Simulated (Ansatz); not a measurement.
System: CH3BClS, net charge 0, doublet state. It need not be the lowest isomer of its formula. 
Structure (B3LYP-D3(BJ)/def2-TZVP (Ansatz, a program for electronic structure) minimum search):
SMILES: CS[B]Cl
```xyz
7

C     -1.6870    -0.3234    -0.7569
S     -0.6708     1.1674    -0.3800
B      0.8041     0.5711     0.3354
Cl     1.3239    -1.0470     0.6733
H     -1.9024    -0.8653     0.1599
H     -1.1579    -0.9640    -1.4572
H     -2.6118     0.0342    -1.2045
```
Charge 0, spin multiplicity 2.

Parts of the frozen-core correlation energy in cc-pV(D+d)Z (Ansatz, hartree). Frozen orbitals: 12; correlated occupied orbitals by spin: 12 and 11; virtual: 65 and 66. Open shells are spin-unrestricted. No spin-orbit coupling. No relativistic terms.

| term | value |
|---|---|
| reference (HF) | -921.35375 |
| MP2 opposite-spin | ? |
| MP2 same-spin | ? |
| CCSD correlation | ? |
| (T) | -0.01727 |
| T1 diagnostic | 0.015 |
| largest doubles amplitude | 0.048 |
| <S^2> of the reference | 0.759 |

### Question
What belongs in the gaps?

### Answer

- MP2 opposite-spin, value: -0.35471
- MP2 same-spin, value: -0.12230
- CCSD correlation, value: -0.52505
